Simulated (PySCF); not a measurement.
Cartesian coordinates in Å; atom numbers follow the order of the lines, from 1:
```xyz
4

Se    0.0745    0.0043    0.5816
O     1.5212   -0.0270   -0.0491
F    -0.7756    1.2678   -0.2786
F    -0.8201   -1.2451   -0.2539
```

Geometry: PBE0-D3(BJ)/def2-SVP; GIAO shifts from PySCF 2.14.0 with density-fitted response routines, gas phase, non-relativistic, averaged over equivalent atoms.

At PBE0/pcSseg-1 (92 basis functions, 4 s wall time on 1 thread of an Arm Neoverse V1, shared host):
| atoms | δ (ppm) |
| --- | --- |
| Se1 | 1453.8 |
| O2 | 438.8 |
| F3/F4 | 70.4 |

References, each an isolated molecule treated in the same way: Me2Se for ⁷⁷Se (1769.71 ppm); ¹⁷O (334.56 ppm) against H2O; CFCl3 for ¹⁹F (177.25 ppm).

Predict the values at wB97X-D/pcSseg-1 on the same geometry.

## Answers


```csv
atoms,δ at wB97X-D/pcSseg-1,change
Se1,1470.3,+16.5
O2,433.5,-5.3
F3/F4,71.0,+0.6
```

Chemical shifts δ = σref − σ; Me2Se for ⁷⁷Se (σref 1763.06); ¹⁷O (σref 333.19) vs H2O; CFCl3 for ¹⁹F (σref 187.16), all at this level.

The largest change is at Se1 (selenium bonded to 2 F, O). Cost: 92 basis functions, 4.2 s wall time on 1 thread of an Arm Neoverse V1, shared host.

Relativistic effects, spin–orbit coupling among them, are left out; they matter for Se and for the light atoms bonded to it. Unscaled 19F shifts against computed CFCl3 carry errors that often reach 10 to 50 ppm. Unscaled 17O shifts of doubly bonded oxygen tend to come out too high, by tens of ppm or more. Experimental scales use liquid or dissolved standards, which lie at an offset from isolated H2O (liquid H2O: subtract about 36 ppm).
